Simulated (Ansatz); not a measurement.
Compare A (`C[S][GeH]`) with its isomer B (`S=[CH][GeH3]`).

Computed with Ansatz on PBE0-D4/def2-TZVP structures; ΔE is electronic, products minus reactants. CCSD(T)/CBS adds triple-zeta CCSD(T) − MP2 to the extrapolated MP2 energy (def2 sets, frozen cores). DFT in def2-TZVPP. B3LYP here is the variant with VWN-RPA as its local correlation; programs differ in this. For Ge outer-core shells are correlated without core-valence functions, which leaves a few kJ/mol of doubt a bond. Scalar relativity is left out up to krypton.

A:

```xyz
7

C     0.506   -0.996   -0.154
S    -0.418    0.169    0.881
Ge   -0.691    1.909   -0.420
H     0.703   -0.572   -1.139
H    -0.075   -1.912   -0.264
H     1.451   -1.232    0.334
H    -1.476    2.634    0.762
```

B:

Z-matrix (Å, degrees):
```
Ge
C 1 1.963
H 1 1.530 2 108.6
H 1 1.539 2 108.7 3 121.1
H 1 1.539 2 108.7 3 -121.1
S 2 1.607 1 124.3 3 0.1
H 2 1.094 1 116.6 3 -179.9
```

**Question.** Which isomer does CCSD(T)/CBS put lower? Give the gap. (An estimate is asked.)

**Answer.** Computed: A, by 28.8 kcal/mol.

**Question.** Give E(B) − E(A) in kcal/mol with B3LYP, r2SCAN-D4, PBE0-D4, HF/def2-TZVPP, B2PLYP, LDA (SPW92), CCSD/def2-TZVPP. (An estimate is asked.)

**Answer.** Ansatz gave: B3LYP 32.5, r2SCAN-D4 31.1, PBE0-D4 33.0, HF/def2-TZVPP 28.6, B2PLYP 29.5, LDA (SPW92) 32.9, CCSD/def2-TZVPP 25.9. None reverses the order clearly.

**Question.** Does the order hold for the free energy at 298.15 K (harmonic terms from PBE0-D4)? (Best estimate.)

**Answer.** Computed: Yes: G(B) − G(A) = +24.6 kcal/mol.

Largest T1 diagnostic: 0.015.

Leaving LDA and LC-ωPBE aside and taking each functional with its dispersion term where it has one, the values, not all of them listed here, spread over 4.6 kcal/mol, from B97M-V to revPBE-D4. At CCSD(T), def2-SVP lies −3.9 kcal/mol from the extrapolated value and def2-TZVPP −3.6 kcal/mol.
